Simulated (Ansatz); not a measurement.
# triplet O: levels of theory in one basis

A single O atom.

Basis set: STO-3G (spherical functions). Left uncorrelated: 1 orbital. Correlation on ROHF uses semicanonical orbitals with singles. Charge 0, multiplicity 3.

Computed with Ansatz (development build ahead of 0.2.0); each method stands on the lowest determinant of its kind that the runs found.

```
       method  E − E(ROHF) (eV)  <S²> of the determinant
         ROHF              0.00                     2.00
     ROHF-MP2              0.00                        –
 ROHF-CCSD(T)              0.00                        –
   ROHF-CCSDT              0.00                        –
ROHF-CCSDT(Q)              0.00                        –
```

(1) Is a single determinant a sound starting point here?

Answers

(1) By this sign, yes. Unrestricted orbitals gain 0.00 eV and <S²> is 2.00 against 2.00 for a pure state.
